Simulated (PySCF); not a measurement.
O2Zr, multiplicity 1. Atoms are numbered in the order given.

```xyz
3

Zr     0.0000     0.0000     0.2976
O      0.0000     1.4385    -0.7441
O      0.0000    -1.4385    -0.7441
```

Geometry: B3LYP-D3(BJ)/def2-TZVP. The multiplicity is an assumed one; other spin states were not compared. The isomer is the one that the SMILES or the coordinates give; other isomers of the formula were not compared. The def2 effective core potentials stand for the cores of Zr; spin–orbit coupling is left out.

These are B3LYP-D3(BJ)/def2-TZVP run with PySCF 2.14.0 values and carry that method's errors.

Frequencies are harmonic and unscaled.

Problem. Give all harmonic wavenumbers and intensities. (An estimate is asked for; the answer gives what the named calculation found.)

Solution. 
| mode | ν (cm⁻¹) | IR (km/mol) | Raman (Å⁴/amu) | depolarisation | moving atoms (share of kinetic energy) |
|---|---|---|---|---|---|
| 1 | 303 | 9.9 | 9.9 | 0.64 | O 87 %, Zr 13 % |
| 2 | 866 | 339.6 | 20.8 | 0.75 | O 81 %, Zr 19 % |
| 3 | 936 | 49.2 | 70.7 | 0.05 | O 87 %, Zr 13 % |
